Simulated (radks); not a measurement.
The numbers below are computed, except where a source is named.
Spherical jellium clusters: N electrons in a uniform positive sphere of charge N and radius rs N^(1/3), rs = 4.94 bohr. Level of theory: non-relativistic Kohn-Sham, LDA (Slater exchange, Perdew-Wang correlation), spin-polarised, spherical densities (a radial shooting solver with Libxc functionals). Levels are named by radial order and angular momentum (1s, 1p, 1d, 2s, ...), and open shells are averaged over m. At N = 13 the configuration is 1s2 1p6 1d(up 5, down 0). The background grows by one charge. Does electron 14 go into 1d down or 2s up or 2s down?

Answer. Into 1d down. The total energies of the other choices lie higher by 0.102 eV (2s up), 0.275 eV (2s down).
